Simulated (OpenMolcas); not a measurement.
Tc5+ (d2) among equal point charges was computed by CASSCF with the d shell active (OpenMolcas, ANO-RCC-VTZP on the metal). Its lowest spin-free states, and all those of the highest spin:

```
2S+1  Degeneracy  E (cm-1)
   3           1       0.0
   3           3      3507
   3           3      6208
   1           2     14123
   1           3     17035
   3           3     18591
   1           1     21470
   1           3     22608
   1           2     24580
   1           3     24932
   1           1     52318
```

Is the site octahedral, tetrahedral or cube-like, axial, or of lower symmetry?

The states with 2S+1 = 3 have orbital degeneracies 1, 3, 3, 3. Threefold states need a cubic site. For d2 at this spin an octahedron puts the threefold T1 below the threefold T2 and a tetrahedron or cube puts the single A2 below the threefold T2, so the site is a tetrahedron or a cube, which this pattern cannot tell apart. The first gap at this spin, 3510 cm-1, is |10Dq| in ligand-field theory. The run had Tc5+ among 8 point charges of -1.2 e arranged as a cube (Oh), 2.08 Å from the ion.

Without dynamic correlation the repulsion within the d shell is too large (B by tens of per cent), so at a given field states of lower spin stand too high. Point charges carry no covalency, so the field is a model and not that of real ligands. No measured value stands beside these numbers.
